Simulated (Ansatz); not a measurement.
Reaction (cleavage of the Ge–Si bond): `[NH2][GeH2][SiH2]F` + `OBF` → `[NH2][GeH2][O]BF` + `F[SiH3]`

Computed with Ansatz on PBE0-D4/def2-TZVP structures; ΔE is electronic, products minus reactants. CCSD(T)/CBS adds triple-zeta CCSD(T) − MP2 to the extrapolated MP2 energy (def2 sets, frozen cores). This one scheme is used for every species. Functionals use def2-TZVPP. B3LYP here is the variant with VWN-RPA as its local correlation; programs differ in this. For Ge outer-core shells are correlated without core-valence functions, which leaves a few kJ/mol of doubt a bond. Scalar relativity is left out up to krypton. One conformer a species, not always the lowest.

Question: Is it downhill or uphill in electronic energy at CCSD(T)/CBS, and by how much? (Best estimate.)

Answer: Computed: Downhill: ΔE = -46.0 kJ/mol.

Question: What do these levels give: r2SCAN-D4, B3LYP-D4, ωB97X-V, ωB97M-V, CCSD/def2-TZVPP, HF/CBS(def2)? (Best estimate.)

Answer: Ansatz gave: r2SCAN-D4 -41.1, B3LYP-D4 -43.0, ωB97X-V -47.6, ωB97M-V -46.7, CCSD/def2-TZVPP -52.2, HF/CBS(def2) -69.1 kJ/mol.

Largest T1 diagnostic among the species: 0.013.

In def2-TZVPP, CCSD(T) changes the Hartree–Fock value by +16.3 kJ/mol (the triples alone add +0.9 kJ/mol) and MP2 by +11.3 kJ/mol. From PBE to PBE0 (25 % exact exchange), in def2-TZVPP and without D4, ΔE moves by −5.1 kJ/mol.
